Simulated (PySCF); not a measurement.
NMR parameters of trans-[OsO2Cl4]2-

trans-[OsO2Cl4]2-, [Cl4O2Os]2-, point group D4h.

Cartesian coordinates in Å; atom numbers follow the order of the lines, from 1:
```xyz
7

Os   -0.0002   -0.0002    0.0001
O    -0.0155   -0.0060    1.7283
O     0.0149    0.0056   -1.7280
Cl    2.4364    0.0056    0.0206
Cl   -2.4365   -0.0047   -0.0213
Cl    0.0002    2.4364    0.0089
Cl    0.0006   -2.4367   -0.0086
```

Total charge -2.

GIAO calculations in PySCF on the PBE0-D3(BJ)/def2-SVP structure: isolated species, scalar relativity only through the core potential, equivalent atoms averaged; basis pcSseg-1 (def2-TZVP on Os).

**Question.** Give the isotropic shieldings (ppm) with PBE0, wB97X-D.

**Answer.** 
```csv
atoms,environment,PBE0,wB97X-D
Cl4/Cl5/Cl6/Cl7,chlorine bonded to Os,985,1025
O2/O3,oxygen bonded to Os,-309.8,-298.9
HOMO–LUMO gap (eV),–,4.47,8.17
```

**Question.** And the chemical shifts, against references computed in the same way?

**Answer.** 
```json
{"atoms": "Cl4/Cl5/Cl6/Cl7", "nucleus, reference": "35Cl, HCl", "PBE0": "-42", "wB97X-D": "-86"}
{"atoms": "O2/O3", "nucleus, reference": "17O, H2O", "PBE0": "644.3", "wB97X-D": "632.1"}
```

**Question.** Which part of the shielding of Cl4/Cl5/Cl6/Cl7 depends on the functional?

**Answer.** Diamagnetic: PBE0 1148, wB97X-D 1149 ppm; paramagnetic: PBE0 -163, wB97X-D -124 ppm. The diamagnetic part, set mainly by inner electrons, hardly moves; the paramagnetic part goes with low-lying magnetically allowed excitations and carries the spread.

The ion is multiply charged and has no counter-ions or solvent here.

Os is described by an effective core potential, so it has no shielding of its own here; spin–orbit effects on the atoms bonded to it, which can be large, are absent, and the values of these neighbours are rough. Unscaled 17O shifts of doubly bonded oxygen tend to come out too high, by tens of ppm or more. Experimental scales use liquid or dissolved standards, which lie at an offset from isolated H2O (liquid H2O: subtract about 36 ppm).
